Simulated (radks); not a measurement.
These are the eigenvalues of the occupied orbitals of an atom or ion with whole-number occupations (hartree). All-electron calculation, scalar-relativistic Kohn-Sham, PBE, spin-unpolarised, spherical densities, finite nucleus; Fermi nuclear charge, rms radius of each element as measured or else 0.836 A^(1/3) + 0.57 fm. Program: a radial shooting solver on a logarithmic mesh with Libxc functionals.

| orbital | eigenvalue |
|---|---|
| 1s | -279.7475 |
| 2s | -33.72799 |
| 2p | -28.98674 |
| 3s | -4.46429 |
| 3p | -3.11385 |
| 3d | -0.99458 |

Which element is it, and in what charge state? The configuration may be excited.

Answer. Z = 27, cobalt, charge +2: Co2+ in [Ar] 3d7. The list shows which subshells hold electrons but not how many an open one holds; the 1s level, -279.75 hartree, gives Z - s = 23.7 by -(Z - s)^2/2, which with screening and relativity narrows Z to a few neighbours, and the depths of the outer levels then fix element, charge and occupations together.
